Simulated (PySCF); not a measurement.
Compound: C3H3O3S (doublet state).
Z-matrix (Å and degrees, GFN2-xTB geometry), rows numbered from 1:
```
O 
S   1  1.4319
O   2  1.4314  1  120.00
O   2  1.6090  1  107.04  3   123.15
C   2  1.7912  1  111.26  3  -126.43
C   5  1.4560  2  119.66  1    82.92
C   6  1.3226  5   63.33  2   105.27
H   4  0.9586  2  109.24  1    22.04
H   6  1.0626  5  146.96  7  -176.82
H   7  1.0619  5  147.21  6   176.19
```

The hyperfine couplings belong to this conformer and change with its torsions.

The species is `C1(S(O)(=O)=O)=C[CH]1` [radical].

Computed with PySCF 2.14.0, UKS B3LYP, pcH-1 on C H O S, non-relativistic, mean-field spin-orbit, GIAO. The structure is a single GFN2-xTB conformer in the gas phase; no vibrational or solvent corrections. Couplings are sensitive to structure, and on GFN2-xTB geometries they can be far from those on DFT ones. The SCF solution wasn't tested for stability.

Question: What are g_iso and the isotropic 13C coupling of C5?

Answer: g_iso = 2.00242 and a = +460.12 MHz, or +16.418 mT (Mulliken spin population +0.69). 13C makes up about 1.07 % of the natural element, so this concerns labelled samples or satellites.

Question: Take this nucleus alone (I = 1/2, g_N = 1.4048) with S = 1/2. Where do its 2 lines fall at 9.516 GHz to first order, to second order and exactly?

Answer: First order: B = B0 − a·mI with B0 = 339.538 mT. Second order subtracts a²[I(I+1) − mI²]/(2B0). The exact fields come from the Breit–Rabi levels of H = g μB B Sz − g_N μN B Iz + a S·I.

| mI | first order (mT) | second order (mT) | exact (mT) | exact − first order |
| --- | --- | --- | --- | --- |
| −1/2 | 347.746 | 347.548 | 347.553 | -0.194 |
| +1/2 | 331.329 | 331.130 | 331.126 | -0.203 |

Question: Give the zero-field levels of this pair of spins.

Answer: F = I ± 1/2 = 1 and 0, at a·I/2 = +115.0 MHz and −a(I+1)/2 = -345.1 MHz, that is |a|(I + 1/2) = 460.1 MHz apart; F = 0 lies lower.

Other couplings of abundant isotopes, left aside here: 2 × 1H 13 MHz.

Means are taken over nuclei equivalent by connectivity, which assumes that they swap fast.

Time: 57 s of wall time (with the writing of density and orbital grids); peak memory 0.75 GiB. Hardware: one thread of an Arm Neoverse V1, shared host with 32 logical CPUs at a one-minute load of 36.

The SMILES draws the unpaired electron on C7; the largest computed Mulliken spin population is on C5 (0.69 against 0.12).
